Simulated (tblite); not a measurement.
Species: C4H8O4Si.
Atom-mapped SMILES: `[CH3:1][C:2](=[O:3])[O:4][C:5](=[O:6])[CH2:7][SiH2:8][OH:9]` (hydrogens: H10, H11, H12 on C1; H13, H14 on C7; H15, H16 on Si8; H17 on O9)

Computed geometry: GFN2-xTB, gas phase.

Task: Give the optimised bond lengths and angles.

Result: 
```
                  bond  length (Å)
                 C1–C2       1.501
                 C2=O3       1.192
                 C2–O4       1.370
                 O4–C5       1.384
                 C5=O6       1.201
                 C5–C7       1.465
                C7–Si8       1.939
                Si8–O9       1.609
C1–H10, C1–H11, C1–H12       1.087
        C7–H13, C7–H14       1.085
      Si8–H15, Si8–H16       1.458
                O9–H17       0.961
```

Bonds in one row agree within 0.01 Å and their mean is given. A selection of angles:
```
      angle  degrees
  C2–C1–H10    109.9
 H10–C1–H11    110.6
 H10–C1–H12    108.1
 H11–C1–H12    109.6
   C1–C2–O3    126.5
   C1–C2–O4    109.9
   O3–C2–O4    123.6
   C2–O4–C5    121.5
   O4–C5–O6    122.3
   O4–C5–C7    111.7
   O6–C5–C7    125.9
  C5–C7–Si8    103.6
  C5–C7–H13    110.1
  C5–C7–H14    111.8
 Si8–C7–H13    107.9
 Si8–C7–H14    112.7
 H13–C7–H14    110.5
  C7–Si8–O9    108.2
 C7–Si8–H15    107.6
 O9–Si8–H15    112.2
 O9–Si8–H16    106.5
H15–Si8–H16    114.3
 Si8–O9–H17    120.9
```

Dihedral angles: C1–C2–O4–C5 162° (antiperiplanar); C2–O4–C5–O6 -27° (synperiplanar); O4–C5–C7–Si8 -106° (anticlinal); C5–C7–Si8–O9 -49° (synclinal); H17–O9–Si8–C7 27° (synperiplanar). The mirror-image conformer, all signs reversed, is as good.

The 4 C–O bonds span 1.192 Å (C2=O3, drawn double) to 1.384 Å (O4–C5, drawn single), a spread of 0.192 Å. Si8 (oxygen-bound silicon) is distorted tetrahedral (angles from 106.5° to 114.3°). Of the pairs four or more bonds apart, those above aside, O3···O6 is among the closest relative to their van der Waals radii: 2.77 Å, 91 % of the sum of Bondi's values. The 2 C–C bonds span 1.465 Å (C5–C7, drawn single) to 1.501 Å (C1–C2, drawn single), a spread of 0.036 Å. H17 on O9 lies 2.21 Å from O6, 5 bonds away (angle at H 129°; Bondi radii sum to 2.72 Å).

Point group: C1 (no symmetry element, even within 0.4 Å). Its GFN2-xTB frequencies are all real (lowest 24 cm⁻¹). The numbers are those of one conformer (C1–C2–O4–C5 162°, C2–O4–C5–O6 -27°, O4–C5–C7–Si8 -106°, C5–C7–Si8–O9 -49°, C7–Si8–O9–H 27°). 3 starts were optimised and ended at 0.00, 0.59 and 2.61 kcal/mol (GFN2-xTB); the lowest of these is shown.
